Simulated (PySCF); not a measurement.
**Computed properties of Mo(O)2(Me)2 (C₂H₆MoO₂), SMILES [CH3][Mo]([CH3])(=[O])=[O], multiplicity 1**

C2H6MoO2, SMILES [O]=[Mo]([CH3])(=[O])[CH3], multiplicity 1. Geometry: B3LYP-D3(BJ)/def2-SVP. The multiplicity is an assumed one; no other spin state was optimised. The structure was generated by enumeration; whether it is a known compound was not checked. The def2 effective core potentials stand for the cores of Mo; spin–orbit coupling is left out. One conformer was computed; it need not be the lowest. All values are computed for the isolated molecule unless a solvent is named; none is compared with measurement here.

**Structure.** The optimised structure has C2v symmetry. All 27 harmonic modes at B3LYP-D3(BJ)/def2-SVP (PySCF) are real, so it is a minimum. With heavy atoms numbered as in [Mo:1](=[O:2])(=[O:3])([CH3:4])[CH3:8], the shortest bond between them is Mo1–O3 at 1.685 Å and the longest Mo1–C8 at 2.109 Å.

**Vibrations.** The strongest infrared lines (harmonic, unscaled, degenerate partners summed) lie at 1026 cm⁻¹ (201 km/mol, O 79 %, Mo 20 %), 1044 cm⁻¹ (98 km/mol, O 88 %, Mo 11 %), 615 cm⁻¹ (42 km/mol, H 47 %, C 35 %, Mo 16 %). The softest mode is at 91 cm⁻¹ and the zero-point energy is 47.8 kcal/mol.

**Electronic structure.** B3LYP/def2-TZVP (PySCF) places the frontier levels at -8.40 and -3.08 eV, a gap of 5.32 eV, and gives a dipole moment of 3.46 D and a mean polarisability of 70.4 bohr³. PBE/def2-TZVP (PySCF) at the same geometry gives -7.26 and -3.61 eV, so its gap is 1.67 eV narrower. An orbital gap is neither the optical nor the fundamental gap.

**Excitations.** TDA-M06-2X/def2-SVPD (PySCF) has S1 at 3.86 eV (321 nm, f = 0.003, weak); the most intense of the 10 singlets computed lies at 4.81 eV (f = 0.02). T1 (TDA) is at 3.59 eV, 0.27 eV under S1. TDA-PBE/def2-SVPD (PySCF) puts S1 at 3.78 eV. No vertical singlet excitation falls in the visible range (under 3.1 eV).
